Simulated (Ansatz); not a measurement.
Start from `[F][Ti]([F])([Cl])[I]` and change one atom or group to get `[F][Ti]([F])([SH])[Cl]`.

Ansatz, PBE0-D4/def2-TZVP geometries, multiplicity 1. Each molecule was computed in one conformer, which needn't be the lowest.

Elements past krypton have def2 core potentials. Scalar relativity is left out up to krypton. Spin–orbit coupling is left out; it splits and shifts lone-pair levels of the heavy atoms by tenths of an eV.

```
                                          property  `[F][Ti]([F])([Cl])[I]`
             LUMO energy (ωB97M-V/def2-TZVPP) / eV                    -1.53
  size of the dipole moment (B3LYP/def2-TZVPP) / D                     0.70
             HOMO energy (ωB97M-V/def2-TZVPP) / eV                   -10.49
    zero-point energy (PBE0-D4/def2-TZVP) / kJ/mol                     18.7
size of the dipole moment (ωB97M-V/def2-TZVPP) / D                     0.38
                 LUMO energy (PBE/def2-TZVPP) / eV                    -4.38
```

**Question.** Give the same properties after the change, and the shifts. (Estimate.)

**Answer.** Computed: 
| property | `[F][Ti]([F])([SH])[Cl]` | shift |
| --- | --- | --- |
| LUMO energy (ωB97M-V/def2-TZVPP) / eV | -1.09 | 0.44 |
| size of the dipole moment (B3LYP/def2-TZVPP) / D | 1.11 | 0.41 |
| HOMO energy (ωB97M-V/def2-TZVPP) / eV | -10.52 | -0.03 |
| zero-point energy (PBE0-D4/def2-TZVP) / kJ/mol | 39.9 | 21.2 |
| size of the dipole moment (ωB97M-V/def2-TZVPP) / D | 1.01 | 0.63 |
| LUMO energy (PBE/def2-TZVPP) / eV | -4.20 | 0.18 |

With PBE0 the HOMO rises by 0.05 eV and the LUMO rises by 0.34 eV, so the gap widens by about 0.29 eV. PBE moves the HOMO by 0.15 eV and ωB97M-V by -0.03 eV. The zero-point energy changes by 21.2 kJ/mol with +3 modes. Dipoles are sizes alone; their direction can turn.

B3LYP here is the variant with VWN-RPA as its local correlation; programs differ in this.
